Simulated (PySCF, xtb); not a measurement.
C2H9FOSi2, SMILES [SiH2](C[C@@H]([SiH3])O)F.

GFN2-xTB in xtb at its own geometry gives an orbital gap of 5.03 eV and a dipole moment of 1.76 D.

Geometry optimised at B3LYP-D3(BJ)/def2-SVP. The structure was generated by enumeration; whether it is a known compound was not checked. One conformer was computed; it need not be the lowest.

What does M06-2X/def2-TZVP (PySCF) give? (An estimate is asked for; the answer gives what the named calculation found.)

gap 9.57 eV (levels -9.02 and 0.55 eV), dipole 1.36 D.
